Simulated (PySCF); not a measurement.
CH8Cl2Si3, SMILES [SiH3]C[Si]([SiH3])(Cl)Cl.

Geometry optimised at B3LYP-D3(BJ)/def2-SVP. This is a generated structure with no PubChem entry under its InChIKey; it may be hypothetical. Other conformers were not sampled.

All values below come from PySCF with SMD-B3LYP/6-31G*.

Solvation free energies are E(SMD) − E(gas) at the gas-phase geometry, for 1 M in both phases. In vacuum the dipole moment is 2.29 D.

Computed solvation free energies in water, diethylether, dimethylsulfoxide:
```csv
solvent,ΔG(solv) (kcal/mol),its non-electrostatic (CDS) part,dipole (D)
water,1.0,4.4,3.07
diethylether,-4.8,-2.6,2.79
dimethylsulfoxide,-3.2,0.0,3.06
```
